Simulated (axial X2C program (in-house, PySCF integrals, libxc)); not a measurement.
Outer orbitals of In₂⁻ at 2.865 Å, HF

Calculated with an axial X2C code built on PySCF integrals. Spin-free means the one-electron spin-free X2C Hamiltonian; two-component (2c) means X2C with spin–orbit coupling and atomic mean-field two-electron Coulomb and Gaunt terms, so the difference of the two also holds small scalar two-electron terms. Basis: In dyall-acv3z [12s13p10d5f1g] (cores contracted in-house); Gaussian nuclei, density fitting, unrestricted open shells. Masses: In 114.904 u.

The distance is close to the 2c PBE0 minimum; the highest filled and lowest empty levels are listed.

Spin-free orbitals, state M_S = 3/2, Λ = 0 (beyond evenly filled blocks: σα, π+α, π-α) (Löwdin shares):

| symmetry | occupied | ε (eV) | atomic character |
| --- | --- | --- | --- |
| σβ | yes | -23.01 | 100% In d |
| π-α | yes | -22.95 | 100% In d |
| π+α | yes | -22.95 | 100% In d |
| δ+α | yes | -22.87 | 100% In d |
| δ-α | yes | -22.87 | 100% In d |
| π-β | yes | -22.85 | 100% In d |
| π+β | yes | -22.85 | 100% In d |
| δ-β | yes | -22.83 | 100% In d |
| δ+β | yes | -22.83 | 100% In d |
| δ-α | yes | -22.82 | 100% In d |
| δ+α | yes | -22.82 | 100% In d |
| δ-β | yes | -22.81 | 100% In d |
| δ+β | yes | -22.81 | 100% In d |
| π-α | yes | -22.69 | 100% In d |
| π+α | yes | -22.69 | 100% In d |
| π+β | yes | -22.65 | 100% In d |
| π-β | yes | -22.65 | 100% In d |
| σα | yes | -22.54 | 100% In d |
| σβ | yes | -22.51 | 100% In d |
| σα | yes | -9.75 | 77% In s, 15% In p, 7% In d |
| σβ | yes | -6.86 | 81% In s, 10% In p, 7% In d |
| σα | yes | -5.88 | 57% In s, 34% In p, 7% In d |
| σβ | yes | -3.85 | 62% In s, 26% In p, 10% In d |
| σα | yes | -1.80 | 82% In p, 13% In s, 5% In d |
| π+α | yes | -1.30 | 90% In p, 8% In d |
| π-α | yes | -1.30 | 90% In p, 8% In d |
| σα | no | 2.19 | 85% In p, 15% In s |
| σβ | no | 2.21 | 84% In p, 16% In s |
| σβ | no | 2.62 | 82% In p, 16% In s |
| σα | no | 2.65 | 89% In p, 10% In s |

Spinors with spin–orbit coupling (state Ω = 3/2):

```
   ω  occupied  ε (eV)              atomic character     λ mixture
 3/2       yes  -22.55                     100% In d  74% π, 26% δ
 1/2       yes  -22.52                     100% In d  66% π, 34% σ
 5/2       yes  -22.50                     100% In d        100% δ
-1/2       yes  -22.49                     100% In d  58% π, 42% σ
-3/2       yes  -22.48                     100% In d  79% π, 21% δ
-5/2       yes  -22.47                     100% In d        100% δ
 5/2       yes  -22.46                     100% In d        100% δ
-5/2       yes  -22.45                     100% In d        100% δ
 3/2       yes  -22.34                     100% In d  84% π, 16% δ
-3/2       yes  -22.32                     100% In d  86% π, 14% δ
-1/2       yes  -22.28                     100% In d  78% σ, 22% π
 1/2       yes  -22.28                     100% In d  73% σ, 27% π
 1/2       yes   -9.74   77% In s, 15% In p, 7% In d        100% σ
-1/2       yes   -6.87   81% In s, 10% In p, 7% In d        100% σ
 1/2       yes   -5.88   57% In s, 34% In p, 7% In d        100% σ
-1/2       yes   -3.85  62% In s, 26% In p, 10% In d        100% σ
 1/2       yes   -1.81   82% In p, 13% In s, 5% In d        100% σ
-1/2       yes   -1.40             90% In p, 8% In d        100% π
 3/2       yes   -1.21             90% In p, 8% In d        100% π
 1/2        no    2.26            89% In p, 10% In s        100% σ
-1/2        no    2.27            88% In p, 11% In s        100% σ
-1/2        no    2.62            82% In p, 16% In s        100% σ
 1/2        no    2.65            88% In p, 11% In s        100% σ
```

Mulliken charges and populations of the two-component result (they depend on the basis, above all on diffuse functions):

In1 -0.50 e (s 9.83 p 19.60 d 20.06 f 0.01), In2 -0.50 e (s 9.83 p 19.60 d 20.06 f 0.01). ⟨Lz⟩ = 0.00 ħ and ⟨Sz⟩ = 1.50 ħ (0.75 and 0.75 on the two atoms), which add up to Ω.

The state is a single determinant with fixed occupations, the lowest that a limited PBE0 search found. Other states lie close and PBE0, whose exact exchange favours high spin, may order them wrongly; the determinant shown need not be the ground state. The nearest other spin-free determinant of the search, M_S = 1/2, Λ = 0, lies 0.26 eV up at the distance of the search. With several unpaired electrons one determinant need not be a pure state. This is the top spin component of a Σ state; components of lower Ω are not single determinants and can lie lower.
